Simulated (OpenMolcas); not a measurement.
**Pd4+: moving or changing the point charges**

Pd4+ among 6 point charges of -1.7 e arranged as a tetragonal octahedron (D4h), 1.88 Å from the ion, with the axial distance 1.974 Å.
```
   1.8800    0.0000    0.0000  -1.70
   0.0000    1.8800    0.0000  -1.70
  -1.8800    0.0000    0.0000  -1.70
   0.0000   -1.8800    0.0000  -1.70
   0.0000    0.0000    1.9740  -1.70
   0.0000    0.0000   -1.9740  -1.70
```

| Property | Result |
| --- | --- |
| Program | OpenMolcas 26.06 |
| Method | CASSCF |
| Basis | ANO-RCC-VDZP [6s5p3d1f] |
| Scalar Hamiltonian | DKH2, point nucleus |
| Active space | 6 electrons in 5 orbitals (4d) |
| State averaging | 2S+1 = 5 even, 5 roots; 2S+1 = 3 even, 45 roots; 2S+1 = 1 even, 50 roots |
| Spin-orbit coupling | RASSI with atomic mean-field integrals over the reference wave functions |

Runs around this geometry, states (labels of D4, the rotations of D4h). Energies in cm-1 above the lowest state or level, χT in cm3 K/mol.

```csv
R (Å),q (e),Axial / equatorial distance,Ground state,First state of that spin,First gap with spin-orbit (degeneracies),χT at 300 K,First state of another spin
1.88,-0.85,1.05,5E,5B2 655.0,"40.0 (1, 2)",4.763,3E 19680
1.79,-1.7,1.05,5E,5B2 1480,"16.3 (2, 1)",4.273,3E 15745
1.88,-1.7,1.05,5E,5B2 1322,"0.5 (2, 1)",4.373,3E 17210
1.99,-1.7,1.05,5E,5B2 1154,"19.9 (1, 2)",4.514,3E 18483
1.88,-1.7,1.13,5E,5B2 3046,"19.2 (1, 2)",4.480,3E 17448
```

Taking the first state of the same spin as R^-n, n = -ln(1154 / 1480) / ln(1.99 / 1.79) = 2.3 between the shortest and longest distance.

Scaling the charges by -0.85 / -1.7 = 0.50 scales the first state of the same spin by 655 / 1322 = 0.50; with fixed orbitals a first-order splitting would follow the charge.

An orbital doublet at a regular site is open to a Jahn-Teller distortion, which this geometry leaves out. Without dynamic correlation the repulsion within the d shell is too large (B by tens of per cent), so at a given field states of lower spin stand too high. Point charges give a weaker field than real ligands, and real ions of this kind are as a rule low spin; the high spin found here belongs to the model. The ground term spreads over less than 5000 cm-1, several times less than with real ligands, so orbital moments are less quenched and χT lies further from the spin-only value than at real sites (holds for R = 1.88, q = -0.85, ratio = 1.05). Point charges carry no covalency, so the field is a model and not that of real ligands. No measured value stands beside these numbers.
